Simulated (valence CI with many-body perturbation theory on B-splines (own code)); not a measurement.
## Level structure of Ho⁵³⁺

Method: configuration interaction combined with many-body perturbation theory (CI+MBPT): four valence electrons over a frozen Dirac-Fock core [Ne], a basis of 11 s, 11 p, 10 d, 8 f, 5 g, 2 h functions for each j, with the one-electron correlation potential Σ1 (screened to all orders), the two-electron term Σ2, the three-electron term Σ3, Breit, model QED; selected single and double excitations, second order for the rest, scaled by the run's own slope (own B-spline code, finite nucleus).

The last digits are not significant, and no measured levels were compared; by estimate large intervals hold to a few tenths of a per cent, small ones and those within an open d or f shell to about a per cent. Among the levels kept, up to 580 cm⁻¹ of a level comes from second order outside the variational space, and about a tenth of that is noise between levels of different J, which matters for small intervals.

Levels 91 to 135 of 178, with energies above the lowest level, (3s^2 3p1/2^2) J=0. "Leading %" is the weight of the configuration and term that name the level; weights of strongly mixed levels are sums over their largest components and can fall short. In the jj column 3d3/2^4 stands for four electrons in 3d with j = 3/2. Lifetimes count E1, E2, E3, M1 and M2 decay at the calculated energies, and are blank where another channel may lead or the interval is too uncertain; long ones can be off by a factor of two.

```csv
No.,Configuration,Term,J,E (eV),Leading %,Second component,Leading jj,Lifetime
91,3s3p²3d,³F,4,1013.5,47,18 % 3s3p²3d ⁵F,3s 3p3/2^2 3d3/2 (90 %),775 fs
92,3s3p3d²,⁵P°,1,1018.7,22,19 % 3s3p3d² ⁵D°,3s 3p1/2 3d3/2 3d5/2 (64 %),2.75 ps
93,3s3p3d²,⁵G°,3,1019.6,19,11 % 3s3p3d² ⁵F°,3s 3p1/2 3d3/2 3d5/2 (55 %),1.85 ps
94,3s3p3d²,⁵G°,4,1019.8,47,15 % 3s3p3d² ³G°,3s 3p1/2 3d3/2 3d5/2 (94 %),5.38 ps
95,3s3p3d²,⁵D°,2,1022.3,30,13 % 3s3p3d² ⁵P°,3s 3p1/2 3d3/2 3d5/2 (81 %),1.71 ps
96,3s3p3d²,⁵P°,1,1029.4,22,12 % 3p³3d ³D°,3p1/2^2 3p3/2 3d5/2 (52 %),1.71 ps
97,3s3p²3d,³D,1,1033.0,50,12 % 3s3p²3d ³P,3s 3p3/2^2 3d3/2 (90 %),485 fs
98,3s3p²3d,⁵F,5,1035.2,56,44 % 3s3p²3d ³G,3s 3p3/2^2 3d5/2 (98 %),4.03 ps
99,3s3p3d²,³G°,5,1037.7,36,26 % 3s3p3d² ³H°,3s 3p1/2 3d3/2 3d5/2 (94 %),4.82 ps
100,3s3p3d²,³G°,3,1037.7,44,13 % 3s3p3d² ³F°,3s 3p1/2 3d3/2 3d5/2 (92 %),2.72 ps
101,3s3p²3d,³P,0,1038.4,84,10 % 3s3p²3d ⁵D,3s 3p3/2^2 3d3/2 (69 %),446 fs
102,3s3p3d²,³H°,4,1040.2,48,9 % 3s3p3d² ³G°,3s 3p1/2 3d3/2 3d5/2 (95 %),3.30 ps
103,3s3p²3d,³F,4,1041.5,53,28 % 3s3p²3d ⁵D,3s 3p3/2^2 3d5/2 (90 %),1.87 ps
104,3s3p3d²,³F°,2,1043.0,23,10 % 3s3p3d² ³D°,3s 3p1/2 3d3/2 3d5/2 (87 %),2.60 ps
105,3s3p²3d,³D,2,1044.1,50,13 % 3s3p²3d ¹D,3s 3p3/2^2 3d3/2 (88 %),509 fs
106,3s3p²3d,³F,3,1045.8,36,29 % 3s3p²3d ¹F,3s 3p3/2^2 3d3/2 (89 %),405 fs
107,3s3p3d²,³D°,1,1049.2,52,7 % 3s3p3d² ³P°,3s 3p1/2 3d3/2 3d5/2 (80 %),1.77 ps
108,3s3p²3d,³D,1,1050.8,61,16 % 3s3p²3d ³P,3s 3p3/2^2 3d3/2 (89 %),382 fs
109,3s3p3d²,³P°,0,1051.4,42,29 % 3s3p3d² ¹S°,3s 3p1/2 3d3/2 3d5/2 (83 %),2.03 ps
110,3s3p3d²,⁵D°,3,1053.2,31,14 % 3s3p3d² ⁵F°,3s 3p1/2 3d3/2 3d5/2 (88 %),676 fs
111,3s3p²3d,³F,2,1055.3,27,24 % 3s3p²3d ³D,3s 3p3/2^2 3d3/2 (84 %),299 fs
112,3s3p3d²,⁵D°,4,1057.9,36,29 % 3s3p3d² ³F°,3s 3p1/2 3d3/2 3d5/2 (79 %),786 fs
113,3s3p3d²,⁵D°,2,1058.5,24,14 % 3s3p3d² ⁵S°,3s 3p1/2 3d3/2 3d5/2 (94 %),659 fs
114,3s3p²3d,³P,0,1065.1,50,38 % 3s3p²3d ¹S,3s 3p3/2^2 3d5/2 (60 %),801 fs
115,3s3p²3d,³P,1,1066.0,37,27 % 3s3p²3d ¹P,3s 3p3/2^2 3d5/2 (89 %),850 fs
116,3s3p²3d,³D,3,1066.1,47,26 % 3s3p²3d ¹F,3s 3p3/2^2 3d5/2 (90 %),1.25 ps
117,3s3p3d²,³F°,2,1068.1,25,17 % 3s3p3d² ³D°,3s 3p1/2 3d3/2 3d5/2 (83 %),554 fs
118,3s3p3d²,³G°,3,1069.9,37,18 % 3s3p3d² ³F°,3s 3p1/2 3d3/2 3d5/2 (92 %),778 fs
119,3s3p3d²,³D°,1,1074.9,35,12 % 3s3p3d² ¹P°,3s 3p1/2 3d3/2 3d5/2 (80 %),546 fs
120,3s3p²3d,³D,3,1080.8,78,5 % 3s3p²3d ³F,3s 3p3/2^2 3d5/2 (97 %),755 fs
121,3s3p3d²,³F°,4,1082.8,35,16 % 3s3p3d² ⁵D°,3s 3p1/2 3d5/2^2 (84 %),1.96 ps
122,3s3p²3d,³F,4,1082.9,63,19 % 3s3p²3d ¹G,3s 3p3/2^2 3d5/2 (97 %),570 fs
123,3s3p²3d,¹D,2,1086.4,34,30 % 3s3p²3d ³D,3s 3p3/2^2 3d5/2 (86 %),1.00 ps
124,3s3p3d²,³D°,2,1092.2,24,19 % 3s3p3d² ³P°,3s 3p1/2 3d5/2^2 (95 %),2.23 ps
125,3s3p3d²,³G°,5,1092.9,27,25 % 3s3p3d² ⁵G°,3s 3p1/2 3d5/2^2 (92 %),3.61 ps
126,3s3p²3d,¹D,2,1094.2,44,24 % 3s3p²3d ³D,3s 3p3/2^2 3d5/2 (95 %),852 fs
127,3s3p²3d,³D,3,1095.1,49,24 % 3s3p²3d ¹F,3s 3p3/2^2 3d5/2 (93 %),594 fs
128,3s3p3d²,³F°,3,1104.2,28,18 % 3s3p3d² ⁵D°,3s 3p1/2 3d5/2^2 (95 %),2.54 ps
129,3s3p3d²,³G°,4,1106.2,29,17 % 3s3p3d² ³H°,3s 3p1/2 3d5/2^2 (90 %),2.55 ps
130,3s3p²3d,³P,1,1106.3,37,36 % 3s3p²3d ¹P,3s 3p3/2^2 3d5/2 (92 %),493 fs
131,3s3p3d²,³D°,3,1110.0,31,16 % 3s3p3d² ³F°,3s 3p1/2 3d5/2^2 (82 %),1.62 ps
132,3s3p3d²,³D°,2,1113.0,29,20 % 3s3p3d² ³F°,3s 3p1/2 3d5/2^2 (85 %),1.77 ps
133,3s3p3d²,³P°,1,1116.2,32,17 % 3s3p3d² ³S°,3s 3p1/2 3d5/2^2 (86 %),1.51 ps
134,3s3p3d²,³P°,0,1117.4,75,14 % 3s3p3d² ⁵D°,3s 3p1/2 3d5/2^2 (93 %),2.11 ps
135,3s3p²3d,¹D,2,1118.2,42,24 % 3s3p²3d ³P,3s 3p3/2^2 3d5/2 (91 %),439 fs
```
